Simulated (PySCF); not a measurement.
## How the method moves the HOMO and LUMO of `COc1ccsc1`

Compound: C5H6OS.
SMILES with atom numbers: `[CH3:1][O:2][c:3]1[cH:4][cH:5][s:6][cH:7]1` (hydrogens: H8, H9, H10 on C1; H11 on C4; H12 on C5; H13 on C7)

Structure used (PBE0-D3(BJ)/def2-SVP), in Å, numbered top down from 1:
```
atom  x, y, z in Å
C1     1.9894   -0.2633   -0.2665
O2     0.8604    0.5580   -0.3605
C3    -0.3370   -0.0424   -0.2487
C4    -1.5290    0.7439   -0.3095
C5    -2.6542   -0.0193   -0.1777
S6    -2.2860   -1.6842    0.0205
C7    -0.5919   -1.3844   -0.0727
H8     2.0100   -1.0181   -1.0734
H9     2.0295   -0.7863    0.7062
H10    2.8694    0.3853   -0.3608
H11   -1.5184    1.8254   -0.4438
H12   -3.6908    0.3141   -0.1859
H13    0.1139   -2.2074    0.0075
```

Basis pcSseg-1 throughout (PySCF), one geometry. The structure is a single PBE0-D3(BJ)/def2-SVP conformer in the gas phase; no vibrational or solvent corrections.

Question: How do the orbital energies, the gap and the dipole change with the method?

Answer: 
```csv
method,kind,HOMO (eV),LUMO (eV),gap (eV),μ (D),SCF cycles
B97-D,GGA,-5.15,-0.99,4.15,1.18,16
OPBE,GGA,-5.17,-1.00,4.18,1.21,17
KT3,GGA,-5.22,-1.02,4.20,1.14,16
LDA,LDA,-5.37,-1.28,4.09,1.23,17
B97-2,global hybrid,-6.07,-0.29,5.78,1.17,14
PBE0,global hybrid,-6.31,-0.24,6.07,1.16,14
CAM-B3LYP,range-separated hybrid,-7.52,0.87,8.39,1.13,13
wB97X-D,range-separated hybrid,-8.10,1.47,9.58,1.16,14
```

The HOMO spans 2.96 eV, from B97-D down to wB97X-D, and the gap runs from 4.09 eV (LDA) to 9.58 eV (wB97X-D). Over the methods B97-D (0 %), OPBE (0 %), KT3 (0 %), LDA (0 %), B97-2 (21 %), PBE0 (25 %), a straight line through the gap against the share of exact exchange rises by 0.77 eV for each 10 % (correlation coefficient 0.999). The dipole ranges from 1.13 D (CAM-B3LYP) to 1.23 D (LDA). This basis has no diffuse functions.

The vertical ΔSCF ionisation energy at B3LYP/def2-SVPD is 8.24 eV; −ε(HOMO) comes closest to it with wB97X-D (8.10 eV).
